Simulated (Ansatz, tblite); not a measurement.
Forces on the cluster PtF2 at its PBE-D4/def2-TZVP geometry. Charge 0, multiplicity 1.

In the def2 sets Pt takes a core potential; there is no spin–orbit coupling. The xTB rows come from tblite. At r2SCAN-D4/def2-TZVP the restricted singlet is unstable: a solution with broken spin symmetry lies lower. The order of the spin states hangs on the level: the triplet lies 1.09 eV below the singlet at PBE0-D4/def2-TZVP, but 0.46 eV above it at GFN1-xTB. The structure comes from a short search, and lower isomers may exist.

GFN1-xTB (tblite), largest force 0.81 eV/Å:

```xyz
3
positions Å, forces eV/Å
Pt    0.321    0.292   -0.182    0.550    0.501   -0.313
F    -1.156    1.189    0.481   -0.159   -0.406    0.111
F     0.835   -1.482   -0.299   -0.391   -0.096    0.202
```

GFN2-xTB (tblite), largest force 0.09 eV/Å:

```
Pt 0.029 0.027 -0.017
F 0.036 -0.081 -0.011
F -0.065 0.054 0.028
```

r2SCAN-D4/def2-TZVP (Ansatz), largest force 0.43 eV/Å:

```
Pt -0.141 -0.129 0.080
F 0.315 -0.263 -0.136
F -0.174 0.392 0.055
```
